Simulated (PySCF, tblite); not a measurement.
Isomers of C7H13FO2, one GFN2-xTB conformer each. Single-point energies are computed at PBE0/pcSseg-1 (PySCF, gas phase, no added dispersion term), electronic only.

Task: Rank them by PBE0/pcSseg-1 energy, lowest first (kcal/mol).
A. `[CH3:1][CH2:2][O:3]/[C:4]([O:5][CH3:6])=[C:7](\[CH3:8])[CH2:9][F:10]` with C1–C2–O3–C4 172°, C2–O3–C4–O5 -58°, O3–C4–O5–C6 -56°, C4–C7–C9–F10 -118°
B. `[CH3:1][CH2:2][C@@:3]1([O:4][C@H:5]([CH3:6])[F:7])[CH2:8][CH2:9][O:10]1` with C1–C2–C3–O4 -58°, C2–C3–O4–C5 -71°, C3–O4–C5–C6 -155°
C. `[CH3:1][O:2][C@@:3]1([F:4])[CH2:5][CH2:6][CH2:7][CH2:8][O:9][CH2:10]1` with C1–O2–C3–F4 58°, O2–C3–C5–C6 -156°, C3–C5–C6–C7 -78°, C5–C6–C7–C8 56°, C6–C7–C8–O9 -70°

Result: C (0.0), B (2.0), A (18.0).

As drawn, the highest has a C=C bond outside aromatic rings, which the lowest lacks. Neighbours under 2.5 kcal/mol apart (CO[C@@]1(F)CCCCOC1 and CC[C@@]1(O[C@H](C)F)CCO1) can change places with a better method, another conformer or zero-point energy. GFN2-xTB itself gives, in the same order: 0.0, 5.4, 20.3. Both levels put the same isomer lowest; measured from each level's own lowest isomer, the values differ by up to 3.4 kcal/mol (CC[C@@]1(O[C@H](C)F)CCO1: 5.4 against 2.0).

Task: Which frontier levels, dipoles and rotational constants go with these structures?

Result: 
| SMILES | HOMO (eV, PBE0/pcSseg-1) | LUMO (eV) | dipole (D) | A, B, C (MHz) |
| --- | --- | --- | --- | --- |
| CO[C@@]1(F)CCCCOC1 | -7.24 | 1.55 | 0.57 | 2399, 1012, 865.3 |
| CC[C@@]1(O[C@H](C)F)CCO1 | -7.72 | 1.43 | 2.07 | 1767, 1111, 813.6 |
| CCO/C(OC)=C(\C)CF | -6.54 | 0.66 | 3.25 | 2057, 770.1, 604.2 |

Task: What happens when harmonic zero-point energies from GFN2-xTB frequencies are added?

Result: 
| SMILES | ZPE (kcal/mol) | electronic (kcal/mol) | with ZPE (kcal/mol) |
| --- | --- | --- | --- |
| CO[C@@]1(F)CCCCOC1 | 121.7 | 0.0 | 0.0 |
| CC[C@@]1(O[C@H](C)F)CCO1 | 120.4 | 2.0 | 0.7 |
| CCO/C(OC)=C(\C)CF | 118.5 | 18.0 | 14.8 |

The zero-point energies span 3.2 kcal/mol. The order is unchanged.

Task: As an exercise, what shares would exp(−E/RT) give at 1000 K from these electronic energies alone (no entropy, no degeneracies)?

Result: RT = 1.987 kcal/mol: CO[C@@]1(F)CCCCOC1 73.5 %, CC[C@@]1(O[C@H](C)F)CCO1 26.5 %, CCO/C(OC)=C(\C)CF under 0.1 %.
